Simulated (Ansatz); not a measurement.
System: CF2, charge 1, doublet. CF2+ (parent SMILES [C](F)F, doublet).
B3LYP-D3(BJ)/def2-TZVP minimum from Ansatz (a first-principles code):
```xyz
3

F     -1.0698    -0.2022     0.0322
C     -0.0240     0.4240    -0.0026
F      1.0859    -0.0804    -0.0305
```
Charge +1, spin multiplicity 2.

Hartree-Fock and MP2 correlation energies in hartree (Ansatz). Open shells are spin-unrestricted; no spin-orbit coupling. Cores are frozen in correlated methods. No relativity.

| basis | X | E(HF) | E(corr, MP2) |
|---|---|---|---|
| cc-pVTZ | 3 | -236.38053 | -0.60238 |
| cc-pVQZ | 4 | -236.39981 | -0.65353 |
| cc-pV5Z | 5 | -236.40491 | withheld |

### Question
Fit E(corr) = E∞ + A/X³ to X = 3 and 4, predict X = 5, and compare with the run.

### Answer
A = (-0.60238 - (-0.65353))/(1/27 - 1/64) = 2.3888; E∞ = -0.65353 - A/64 = -0.69086; at X = 5, E∞ + A/125 = -0.67174. The run gave -0.67502, 3.28 mEh below the prediction. The same form on X = 4 and 5 gives E∞ = -0.69757, 6.71 mEh below the first estimate.
